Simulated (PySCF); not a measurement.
Geometry:
```
atom   x (Å)   y (Å)   z (Å)
  O1  -2.468   0.659   1.184
  S2  -2.254   0.894  -0.287
  C3  -1.876  -0.779  -0.991
  C4  -0.374  -1.039  -0.867
  C5   0.235   0.071   0.009
  C6   1.708   0.176  -0.122
  F7   2.163   0.486  -1.344
  C8   2.596  -0.006   0.855
  F9   3.891   0.105   0.710
 F10   2.262  -0.321   2.082
 C11  -0.489   1.343  -0.426
 H12  -2.496  -1.430  -0.359
 H13  -2.249  -0.827  -2.025
 H14   0.100  -1.000  -1.860
 H15  -0.164  -2.033  -0.444
 H16  -0.022  -0.107   1.064
 H17  -0.260   1.615  -1.469
 H18  -0.327   2.207   0.233
```

Geometry: PBE0-D3(BJ)/def2-SVP; GIAO absolute shieldings from PySCF, gas phase, non-relativistic, averaged over equivalent atoms.

At PBE0/pcSseg-1 (229 basis functions):
| atoms | σ (ppm) |
| --- | --- |
| O1 | 242.8 |
| S2 | 147.0 |
| C8 | 22.7 |
| C6 | 51.2 |
| C11 | 125.4 |
| C3 | 125.4 |
| C5 | 146.1 |
| C4 | 155.3 |
| F9 | 279.7 |
| F10 | 299.0 |
| F7 | 380.0 |
| H16 | 27.28 |
| H13 | 28.27 |
| H18 | 28.68 |
| H12 | 28.75 |
| H15 | 29.07 |
| H17 | 29.12 |
| H14 | 29.44 |

Question: Predict the values at B3LYP/pcSseg-2 on the same geometry.

Answer: 
| atoms | σ at B3LYP/pcSseg-2 | change |
| --- | --- | --- |
| O1 | 238.1 | -4.7 |
| S2 | 83.1 | -63.9 |
| C8 | 12.3 | -10.4 |
| C6 | 40.4 | -10.8 |
| C11 | 116.7 | -8.7 |
| C3 | 116.6 | -8.8 |
| C5 | 137.1 | -9.0 |
| C4 | 148.1 | -7.2 |
| F9 | 276.5 | -3.2 |
| F10 | 296.9 | -2.1 |
| F7 | 369.1 | -10.9 |
| H16 | 27.01 | -0.27 |
| H13 | 28.26 | -0.01 |
| H18 | 28.81 | +0.13 |
| H12 | 28.98 | +0.23 |
| H15 | 29.18 | +0.11 |
| H17 | 29.11 | -0.01 |
| H14 | 29.43 | -0.01 |

The largest change is at S2 (sulfoxide sulfur). Cost: 501 basis functions. The order of the carbon signals changes between the two levels.
